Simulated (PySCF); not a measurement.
# How the method changes the shape and vibrations of AlGeH4 anion

Calculated results; nothing here was measured. They come from PySCF 2.14.0, an open-source quantum chemistry program, on an isolated molecule that a program drew, which may never have been made. The molecule is AlGeH4 anion (charge -1, singlet), drawn as the SMILES string `[AlH2][GeH2-]`.

The geometry was optimised and harmonic frequencies were computed with HF and MP2, all in the aug-cc-pV(D+d)Z basis, for the commonest isotopes, with a restricted reference for singlets and an unrestricted one otherwise, and a frozen core in MP2. Germanium has the aug-cc-pVDZ-PP basis, with a core potential (ECP10MDF) in place of its 10 inner electrons, and its 3s, 3p and 3d shells are frozen in MP2. Each result is a local minimum of its method.

Geometry at the HF minimum:
```xyz
6
AlGeH4 anion, angstrom
Al   -1.7638    0.9172   -0.1771
Ge   -1.4705    2.9089    1.2250
H    -2.8000    0.8172   -1.4221
H    -1.3523   -0.5877    0.2702
H    -1.3281    4.1158    0.2177
H     0.0053    2.8208    1.7779
```

Lengths of the bonds as drawn, in Å (atoms numbered as above):
```
bond,HF,MP2
Al1-Ge2,2.453,2.424
Al1-H3,1.623,1.622
Al1-H4,1.623,1.622
Ge2-H5,1.578,1.578
Ge2-H6,1.579,1.578
```

Rotational constants, in GHz:
```
constant     HF    MP2
       A   61.8  62.09
       B  3.666  3.753
       C  3.544   3.62
```

Harmonic frequencies in cm^-1, each column in rising order, so a row needn't be the same motion in every method:
```
rank    HF   MP2
   1   199   210
   2   283   283
   3   324   335
   4   371   372
   5   587   532
   6   603   555
   7   859     ?
   8   940   880
   9  1772  1766
  10  1804  1784
  11  1946  1956
  12  1956  1960
```

**Estimate the missing MP2 frequency from the HF column.**

A single factor s that minimises the squared misfit of MP2 against s times HF over the other rows is sum(HF x MP2) / sum(HF^2) = 0.9918, with an rms misfit of 28 cm^-1. For rank 7 it gives 0.9918 x 859 = 852 cm^-1. The calculation gives 809 cm^-1, 43 cm^-1 below the estimate. The drawn bonds are on average 0.3 % shorter in MP2 than in HF.
